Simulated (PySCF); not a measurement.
Below is a simulated gas-phase C 1s photoelectron spectrum of `C1C[CH2][Ge@H]([C@@H]1C=C)[CH3]`.

Every computed line was given a Gaussian of 0.7 eV full width at half maximum and an area set by the number of equivalent atoms; the highest printed point is 100. Theory: delta-SCF UKS SCAN, pcX-2 on the ionised atom, pcseg-1 elsewhere, spin-free X2C in PySCF.

(binding energy (eV), intensity): (288.5, 0), (288.6, 0), (288.7, 1), (288.8, 2), (288.9, 4), (289.0, 8), (289.1, 13), (289.2, 20), (289.3, 30), (289.4, 41), (289.5, 53), (289.6, 66), (289.7, 78), (289.8, 88), (289.9, 96), (290.0, 100), (290.1, 100), (290.2, 95), (290.3, 86), (290.4, 72), (290.5, 56), (290.6, 40), (290.7, 26), (290.8, 16), (290.9, 9), (291.0, 4), (291.1, 2), (291.2, 1), (291.3, 0), (291.4, 0)

Q: Count the maxima, the lines and the sites behind this envelope.

A: The curve has 1 maximum (at 290.0 eV). Under it lie 7 lines from 7 inequivalent carbon sites. At this width some lines have no maximum of their own.

Q: Decompose the envelope and assign each component. Numbering: `[CH2:1]=[CH:2][C@@H:3]1[CH2:4][CH2:5][CH2:6][Ge@H:7]1[CH3:8]`.

A: 
| position (eV) | relative area | line | atoms | environment |
| --- | --- | --- | --- | --- |
| 289.46 | 1 | C 1s | C1 | terminal =CH2 carbon |
| 289.77 | 1 | C 1s | C6 | sp3 carbon bound to germanium |
| 289.84 | 1 | C 1s | C3 | sp3 carbon bound to germanium |
| 290.02 | 1 | C 1s | C8 | sp3 carbon bound to germanium |
| 290.17 | 1 | C 1s | C2 | alkene CH carbon |
| 290.28 | 1 | C 1s | C4 | ring CH2 carbon |
| 290.39 | 1 | C 1s | C5 | ring CH2 carbon |

Q: What are the centre and the root-mean-square width of the whole band?

A: The area-weighted mean of the lines is 289.99 eV. Their own spread about it is 0.30 eV (rms) and each Gaussian has σ = 0.7/2.355 = 0.30 eV; the variances add, which gives 0.42 eV.

Lowest listed C 1s: C1, bonded to C (double bond) and 2 H. Highest, 0.93 eV above it: C5, bonded to 2 C and 2 H. The widest gap between neighbouring values is 0.31 eV, between 289.46 and 289.77 eV. Summing the Pauling electronegativity differences to the bonded atoms, each weighted by its formal bond order, gives -0.70 for the lowest site and -0.70 for the highest; the largest sum, -0.35, belongs to C2, 0.22 eV below the top. The smallest sum, -1.59, belongs to C8, 0.56 eV above the lowest.

No satellites, vibrations or lifetime broadening are included. Spin contamination (⟨S²⟩ against 0.75 for a pure doublet) is marked for C 1s of C2 (0.85), which makes this value less certain. Geometry: PBE0-D3(BJ)/def2-SVP, one conformer, isolated molecule.

Hardware: an Arm Neoverse V1 with one thread, no GPU (shared host). Cost: 4.1 min of wall time, 0.79 GiB resident at most.
